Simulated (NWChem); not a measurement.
System: fluoroethane (C2H5F); SMILES CCF

Excerpt of the output:

```
             Northwest Computational Chemistry Package (NWChem) 7.3.0
             --------------------------------------------------------

 CS  symmetry detected

                             Geometry "geometry" -> ""
                             -------------------------

 Output coordinates in angstroms (scale by  1.889725989 to convert to a.u.)

  No.       Tag          Charge          X              Y              Z
 ---- ---------------- ---------- -------------- -------------- --------------
    1 C                    6.0000     0.27320550    -1.17553965     0.00000000
    2 C                    6.0000    -0.54206896     0.09143945     0.00000000
    3 F                    9.0000     0.28287397     1.19062214     0.00000000
    4 H                    1.0000    -0.38448537    -2.05808941     0.00000000
    5 H                    1.0000     0.91628814    -1.22346695    -0.89142944
    6 H                    1.0000     0.91628814    -1.22346695     0.89142944
    7 H                    1.0000    -1.19038793     0.14701262     0.89245786
    8 H                    1.0000    -1.19038793     0.14701262    -0.89245786

 Effective nuclear repulsion energy (a.u.)      79.4022472257

      Symmetry information
      --------------------

 Group name             Cs
 Group number              2
 Group order               2
 No. of unique centers     6

                                 NWChem DFT Module
                                 -----------------

 Summary of "ao basis" -> "ao basis" (spherical)
 ------------------------------------------------------------------------------
       Tag                 Description            Shells   Functions and Types
 ---------------- ------------------------------  ------  ---------------------
 C                         def2-tzvpd               13       37   6s3p3d1f
 F                         def2-tzvpd               14       40   6s4p3d1f
 H                         def2-tzvpd                5        9   3s2p

      Symmetry analysis of basis
      --------------------------

        a'        102
        a"         57

            General Information
            -------------------
          SCF calculation type: DFT
          Wavefunction type:  closed shell.
          No. of atoms     :     8
          No. of electrons :    26
           Alpha electrons :    13
            Beta electrons :    13
          Charge           :     0
          Spin multiplicity:     1
          Use of symmetry is: on ; symmetry adaption is: on
          Maximum number of iterations: 150
          AO basis - number of functions:   159
                     number of shells:    65
          Convergence on energy requested:  1.00D-06
          Convergence on density requested:  1.00D-05
          Convergence on gradient requested:  5.00D-04

              XC Information
              --------------
                         PBE0 Method XC Functional
                     Hartree-Fock (Exact) Exchange  0.250
          PerdewBurkeErnzerhof Exchange Functional  0.750
            Perdew 1991 LDA Correlation Functional  1.000 local
           PerdewBurkeErnz. Correlation Functional  1.000 non-local

             Grid Information
             ----------------
          Grid used for XC integration:  medium
          Radial quadrature: Mura-Knowles
          Angular quadrature: Lebedev.
          Tag              B.-S. Rad. Rad. Pts. Rad. Cut. Ang. Pts.
          ---              ---------- --------- --------- ---------
          C                   0.70       49          11.0       434
          F                   0.50       49          11.0       434
          H                   0.35       45          11.0       434
          Grid pruning is: on
          Number of quadrature shells:   282
          Spatial weights used:  Erf1

      Superposition of Atomic Density Guess
      -------------------------------------

 Sum of atomic energies:        -177.25996718

      Non-variational initial energy
      ------------------------------

 Total energy =    -178.719465
 1-e energy   =    -399.558269
 2-e energy   =     141.436556
 HOMO         =      -0.391072
 LUMO         =       0.050206

      Symmetry analysis of molecular orbitals - initial
      -------------------------------------------------

  Numbering of irreducible representations:

     1 a'          2 a"

  Orbital symmetries:

     1 a'          2 a'          3 a'          4 a'          5 a'
     6 a'          7 a'          8 a"          9 a'         10 a"
    11 a'         12 a'         13 a"         14 a'         15 a'
    16 a'         17 a"         18 a'         19 a'         20 a"
    21 a'         22 a"         23 a'

     ---------------------------------------------
      Total Density - Mulliken Population Analysis
     ---------------------------------------------

    Atom       Charge   Shell Charges
 -----------   ------   -------------------------------------------------------
    1 C    6     6.70   0.86  1.12  0.56  0.68  0.10 -0.00  1.28  1.41  0.64  0.01  0.03  0.02  0.00
    2 C    6     5.77   0.86  1.12  0.53  0.65  0.05  0.01  1.05  1.14  0.25  0.03  0.10 -0.02  0.01
    3 F    9     9.41   0.77  1.20  0.61  1.00  0.32 -0.00  2.34  2.31  0.83  0.01  0.00  0.01  0.01  0.00
    4 H    1     0.77   0.24  0.44  0.05  0.02  0.02
    5 H    1     0.80   0.24  0.45  0.06  0.02  0.02
    6 H    1     0.80   0.24  0.45  0.06  0.02  0.02
    7 H    1     0.88   0.25  0.47  0.12  0.02  0.02
    8 H    1     0.88   0.25  0.47  0.12  0.02  0.02

   convergence    iter        energy       DeltaE   RMS-Dens  Diis-err
 ---------------- ----- ----------------- --------- --------- ---------
 d= 0,ls=0.0,diis     1   -178.8907976947 -2.58D+02  6.37D-03  5.45D-01
 d= 0,ls=0.0,diis     2   -178.8853802888  5.42D-03  1.93D-03  6.84D-01
 d= 0,ls=0.0,diis     3   -178.9380301621 -5.26D-02  3.98D-04  3.30D-02
 d= 0,ls=0.0,diis     4   -178.9400456318 -2.02D-03  1.56D-04  2.08D-03
 d= 0,ls=0.0,diis     5   -178.9402344895 -1.89D-04  3.94D-05  1.08D-04
  Resetting Diis
 d= 0,ls=0.0,diis     6   -178.9402464741 -1.20D-05  5.67D-06  7.17D-07
 d= 0,ls=0.0,diis     7   -178.9402465485 -7.44D-08  1.51D-06  5.48D-08

         Total DFT energy =     -178.940246548489
      One electron energy =     -402.330767444358
           Coulomb energy =      166.975958817061
    Exchange-Corr. energy =      -22.987685146864
 Nuclear repulsion energy =       79.402247225672

 Numeric. integr. density =       26.000002708372

                  Occupations of the irreducible representations
                  ----------------------------------------------

                     irrep           alpha         beta
                     --------     --------     --------
                     a'               10.0         10.0
                     a"                3.0          3.0

                       DFT Final Molecular Orbital Analysis
                       ------------------------------------

 Vector   11  Occ=2.000000D+00  E=-4.064858D-01  Symmetry=a'
              MO Center=  1.3D-01, -1.1D+00,  4.2D-14, r^2= 1.9D+00
   Bfn.  Coefficient  Atom+Function         Bfn.  Coefficient  Atom+Function
  ----- ------------  ---------------      ----- ------------  ---------------
     7      0.266753  1 C  px               116     -0.234780  4 H  s
    13      0.217416  1 C  px                10      0.199261  1 C  px
   115     -0.155506  4 H  s                 82      0.152745  3 F  py
     8      0.143565  1 C  py               125      0.126933  5 H  s
   134      0.126933  6 H  s                 85      0.125512  3 F  py

 Vector   12  Occ=2.000000D+00  E=-3.546148D-01  Symmetry=a'
              MO Center= -3.8D-02,  2.2D-01, -4.0D-15, r^2= 2.0D+00
   Bfn.  Coefficient  Atom+Function         Bfn.  Coefficient  Atom+Function
  ----- ------------  ---------------      ----- ------------  ---------------
    81      0.278909  3 F  px                 5      0.252329  1 C  s
    84      0.229171  3 F  px                82     -0.221510  3 F  py
     8     -0.198294  1 C  py                85     -0.182106  3 F  py
    44     -0.175475  2 C  px                11     -0.162376  1 C  py
    87      0.160722  3 F  px                45      0.147181  2 C  py

 Vector   13  Occ=2.000000D+00  E=-3.430832D-01  Symmetry=a"
              MO Center= -2.7D-01,  1.9D-01,  3.9D-15, r^2= 2.3D+00
   Bfn.  Coefficient  Atom+Function         Bfn.  Coefficient  Atom+Function
  ----- ------------  ---------------      ----- ------------  ---------------
    83      0.301358  3 F  pz                86      0.248415  3 F  pz
    46     -0.229345  2 C  pz                52     -0.223793  2 C  pz
   143     -0.190379  7 H  s                152      0.190379  8 H  s
    89      0.176514  3 F  pz                49     -0.163047  2 C  pz
    15      0.160859  1 C  pz                 9      0.133297  1 C  pz

 Vector   14  Occ=0.000000D+00  E= 1.619883D-02  Symmetry=a'
              MO Center= -4.2D-01, -9.1D-01, -3.6D-15, r^2= 9.4D+00
   Bfn.  Coefficient  Atom+Function         Bfn.  Coefficient  Atom+Function
  ----- ------------  ---------------      ----- ------------  ---------------
     5      5.423214  1 C  s                 42      3.285484  2 C  s
   117     -2.544531  4 H  s                144     -1.955344  7 H  s
   153     -1.955344  8 H  s                126     -1.753597  5 H  s
   135     -1.753597  6 H  s                  6      1.469463  1 C  s
    43      1.278877  2 C  s                 80     -1.259105  3 F  s

 Vector   15  Occ=0.000000D+00  E= 4.167539D-02  Symmetry=a'
              MO Center= -2.3D-01, -5.6D-01,  9.7D-16, r^2= 1.2D+01
   Bfn.  Coefficient  Atom+Function         Bfn.  Coefficient  Atom+Function
  ----- ------------  ---------------      ----- ------------  ---------------
    43     -3.978659  2 C  s                  6      3.655541  1 C  s
     5      2.862014  1 C  s                 42     -2.689466  2 C  s
   126     -1.372665  5 H  s                135     -1.372665  6 H  s
    80      1.333685  3 F  s                144      0.822585  7 H  s
   153      0.822585  8 H  s                 14      0.646662  1 C  py

 Vector   16  Occ=0.000000D+00  E= 6.275172D-02  Symmetry=a"
              MO Center= -4.0D-01,  1.9D-03, -2.0D-10, r^2= 9.5D+00
   Bfn.  Coefficient  Atom+Function         Bfn.  Coefficient  Atom+Function
  ----- ------------  ---------------      ----- ------------  ---------------
   144      5.701157  7 H  s                153     -5.701157  8 H  s
    52     -3.912032  2 C  pz               126     -1.991024  5 H  s
   135      1.991024  6 H  s                150     -1.333708  7 H  pz
   159     -1.333708  8 H  pz                66     -1.270710  2 C  d  1
    92     -0.812701  3 F  pz                29      0.792721  1 C  d  1

     ---------------------------------------------
      Total Density - Mulliken Population Analysis
     ---------------------------------------------

    Atom       Charge   Shell Charges
 -----------   ------   -------------------------------------------------------
    1 C    6     6.61   0.85  1.12  0.50  0.70 -0.14  0.02  1.33  1.29  0.84  0.01  0.04  0.04  0.00
    2 C    6     5.96   0.85  1.12  0.51  0.69 -0.03  0.01  1.26  1.16  0.24  0.03  0.12 -0.01  0.01
    3 F    9     9.27   0.77  1.20  0.61  0.98  0.37  0.04  2.27  2.14  0.85  0.03  0.00  0.01 -0.00  0.00
    4 H    1     0.78   0.27  0.48 -0.03  0.02  0.04
    5 H    1     0.82   0.27  0.48  0.00  0.02  0.04
    6 H    1     0.82   0.27  0.48  0.00  0.02  0.04
    7 H    1     0.87   0.27  0.49  0.06  0.02  0.02
    8 H    1     0.87   0.27  0.49  0.06  0.02  0.02

     -------------------------------------------
      Total Density - Lowdin Population Analysis
     -------------------------------------------

    Atom       Charge   Shell Charges
 -----------   ------   -------------------------------------------------------
    1 C    6     6.10   0.91  1.04  0.33  0.28  0.12  0.07  1.13  1.32  0.45  0.02  0.21  0.20  0.03
    2 C    6     6.30   0.91  1.04  0.32  0.25  0.12  0.07  1.07  1.16  0.37  0.04  0.50  0.35  0.09
    3 F    9     9.06   0.86  1.10  0.58  0.66  0.30  0.08  2.13  2.12  0.86  0.12  0.00  0.02  0.23  0.00
    4 H    1     0.92   0.24  0.34  0.11  0.06  0.16
    5 H    1     0.92   0.24  0.35  0.11  0.06  0.16
    6 H    1     0.92   0.24  0.35  0.11  0.06  0.16
    7 H    1     0.89   0.25  0.34  0.11  0.05  0.14
    8 H    1     0.89   0.25  0.34  0.11  0.05  0.14

     Multipole analysis of the density
     ---------------------------------

     L   x y z        total         alpha         beta         nuclear
     -   - - -        -----         -----         ----         -------
     0   0 0 0     -0.000000    -13.000000    -13.000000     26.000000

     1   1 0 0     -0.365141     -0.182570     -0.182570      0.000000
     1   0 1 0     -0.627090     -0.313545     -0.313545      0.000000
     1   0 0 1      0.000000      0.000000      0.000000      0.000000

     2   2 0 0    -13.715980    -20.413898    -20.413898     27.111817
     2   1 1 0     -0.484748      1.532469      1.532469     -3.549686
     2   1 0 1      0.000000      0.000000      0.000000      0.000000
     2   0 2 0    -15.343833    -58.331853    -58.331853    101.319872
     2   0 1 1     -0.000000     -0.000000     -0.000000      0.000000
     2   0 0 2    -13.587822    -12.475930    -12.475930     11.364037
```

Level: PBE0/def2-TZVPD. All runs use the structure optimised with PBE0/def2-SVP.

Q: Which NWChem input produces such a log?

A: This is not unique; one that fits is the input that was run:
```
start job
memory heap 200 mb stack 900 mb global 1100 mb
geometry units angstroms noautoz
  C      1.165749    -0.137524     0.261966
  C     -0.318902    -0.388432     0.209382
  F     -0.942931     0.588736    -0.528496
  H      1.669042    -0.919492     0.850759
  H      1.595934    -0.136112    -0.750638
  H      1.378176     0.836434     0.727651
  H     -0.758150    -0.388262     1.222771
  H     -0.540847    -1.365751    -0.254801
end
basis spherical
  * library def2-tzvpd
end
dft
  xc pbe0
  iterations 150
  mulliken
end
task dft energy
```
